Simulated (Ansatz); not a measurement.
A nudged elastic band was laid between two geometries of CH8O2Si2 (13 atoms, charge 0, multiplicity 1).

All numbers below come from RKS CAM-B3LYP-D4/6-31G in Ansatz.

```yaml
movable_images: 7
climbing_image: yes
spring: 5.0 eV/Å²
optimiser: quadratic models (default)
start_path: through a guess of the saddle point
force_threshold: 0.05 eV/Å
iteration_limit: 40
end_points: relaxed
```

First end point:

```xyz
13
Properties=species:S:1:pos:R:3
O 1.126 -0.253 2.535
C 0.114 -0.139 1.498
Si 1.061 -0.296 -0.158
Si -0.525 -0.007 -1.861
O -1.656 1.076 -1.108
H 0.738 -0.127 3.421
H -0.643 -0.930 1.581
H -0.406 0.826 1.526
H 1.705 -1.644 -0.264
H 2.123 0.755 -0.234
H -1.203 -1.296 -2.245
H 0.035 0.586 -3.127
H -2.449 1.415 -1.550
```

Last end point:

```xyz
13
Properties=species:S:1:pos:R:3
O -0.535 0.732 1.484
C 0.352 -0.435 1.454
Si 1.152 -0.464 -0.306
Si -0.590 0.093 -1.800
O -1.528 1.292 -0.992
H -0.897 0.892 2.374
H 1.123 -0.346 2.227
H -0.219 -1.352 1.635
H 1.741 -1.829 -0.520
H 2.269 0.535 -0.325
H -1.393 -1.143 -2.105
H -0.071 0.648 -3.090
H -1.384 1.342 -0.020
```

**Question.** Which bonds break or form, and what moves?

**Answer.** No bond is made or broken. The dihedral H12–Si4–O5–H13 goes from 58 to -139°.

**Question.** What energy profile does the band end with?

**Answer.** The run converged. The highest image is number 4 of 0 to 8, 0.112 eV above the first end and 0.368 eV above the last; the last end lies 0.256 eV below the first. A vibrational analysis at the climbing image gives one clearly imaginary mode, 87i cm⁻¹: a first-order saddle point. Limits of this set-up: no polarisation functions.

```json
{"image": "0", "path coordinate (Å)": "0.00", "energy (eV)": "0.000", "dihedral H12–Si4–O5–H13 (°)": "58"}
{"image": "1", "path coordinate (Å)": "0.82", "energy (eV)": "0.011", "dihedral H12–Si4–O5–H13 (°)": "52"}
{"image": "2", "path coordinate (Å)": "1.63", "energy (eV)": "0.072", "dihedral H12–Si4–O5–H13 (°)": "18"}
{"image": "3", "path coordinate (Å)": "2.45", "energy (eV)": "0.087", "dihedral H12–Si4–O5–H13 (°)": "-65"}
{"image": "4", "path coordinate (Å)": "3.27", "energy (eV)": "0.112", "dihedral H12–Si4–O5–H13 (°)": "-71"}
{"image": "5", "path coordinate (Å)": "4.13", "energy (eV)": "0.080", "dihedral H12–Si4–O5–H13 (°)": "-85"}
{"image": "6", "path coordinate (Å)": "4.99", "energy (eV)": "-0.011", "dihedral H12–Si4–O5–H13 (°)": "-116"}
{"image": "7", "path coordinate (Å)": "5.86", "energy (eV)": "-0.167", "dihedral H12–Si4–O5–H13 (°)": "-136"}
{"image": "8", "path coordinate (Å)": "6.72", "energy (eV)": "-0.256", "dihedral H12–Si4–O5–H13 (°)": "-139"}
```

**Question.** What is the geometry of the highest image?

**Answer.** 
```xyz
13
Properties=species:S:1:pos:R:3:forces:R:3
O 0.747 0.570 2.320 0.02 0.03 0.02
C 0.202 -0.515 1.520 -0.01 -0.03 -0.01
Si 0.996 -0.323 -0.227 -0.01 0.00 0.01
Si -0.684 -0.027 -1.850 0.00 0.01 0.00
O -1.785 1.218 -1.354 -0.01 -0.01 0.00
H 0.391 0.543 3.229 0.00 0.00 0.00
H 0.457 -1.495 1.943 0.00 0.01 -0.01
H -0.891 -0.447 1.456 0.00 0.00 0.00
H 1.801 -1.543 -0.574 0.00 -0.01 0.00
H 1.913 0.858 -0.195 0.00 0.00 0.00
H -1.543 -1.244 -1.965 0.00 0.00 0.00
H -0.083 0.267 -3.199 0.00 0.00 0.00
H -1.501 2.104 -1.088 0.01 0.00 0.00
```

**Question.** What are the harmonic wavenumbers there?

**Answer.** 87i, 29, 90, 177, 243, 284, 324, 399, 432, 542, 647, 705, 708, 719, 766, 863, 907, 910, 920, 949, 1015, 1214, 1234, 1400, 1546, 2167, 2182, 2222, 2230, 3049, 3097, 3668, 3817 cm⁻¹.

Time of the run: 16 min on 1 thread of Arm Neoverse N1, on a shared host, peak memory 0.25 GiB.
